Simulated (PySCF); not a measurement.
Input file for PySCF: U-HF/LANL2DZ on GeH4Se (SMILES [GeH3][SeH]), a point of a bond scan (R = 1.844 Å).

```python
from pyscf import gto, scf, dft, mp
from pyscf.data.elements import chemcore

mol = gto.M(
    atom='''
    Ge   -1.09101478    0.39859550    0.13875590
    Se    1.11269607   -0.44681414   -0.15691432
    H    -1.35406679    1.89202281   -0.91084276
    H    -2.01228532   -0.74391991   -0.30936001
    H    -1.33949231    0.74448071    1.61542516
    H     1.74280898    0.79294562    0.32474253
    ''',
    basis='lanl2dz',
    ecp={'Ge': 'lanl2dz', 'Se': 'lanl2dz'},
    charge=0, spin=0, verbose=3, max_memory=1800)
mf = scf.UHF(mol)
mf.conv_tol = 1e-8
mf.max_cycle = 100
mf.init_guess_breaksym = True
mf.kernel()
if not mf.converged:
    mf = mf.newton().run(mf.mo_coeff, mf.mo_occ)
for _ in range(4):
    mo, _, stable, _ = mf.stability(return_status=True)
    if stable:
        break
    mf.kernel(mf.make_rdm1(mo, mf.mo_occ))
```

Output:

```
converged SCF energy = -14.9335954455143  <S^2> = 3.172333e-08  2S+1 = 1.0000001
<class 'pyscf.scf.uhf.UHF'> wavefunction is stable in the internal stability analysis
```

The calculation finished and met its thresholds.

Cost: very roughly 0.5 core-seconds.
